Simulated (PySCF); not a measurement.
**Electron correlation in F (fluorine, neutral)**

[He] 2s2 2p5, 2P determinant. Calculation: PySCF 2.14, in aug-cc-pVDZ; the non-relativistic Hamiltonian (point nucleus). Frozen: 1s2; 7 electrons correlated.

MP2 pair energies summed by pair of shells (mhartree):

| pair | energy | share (%) |
| --- | --- | --- |
| 2p-2p | -100.46 | 65.0 |
| 2s-2p | -46.25 | 29.9 |
| 2s-2s | -7.90 | 5.1 |

Total MP2 correlation energy: -154.61 mhartree.

Same-spin part -39.28 and opposite-spin part -115.32 mhartree; SCS-MP2 scales them by 1/3 and 6/5 to -151.48 mhartree.
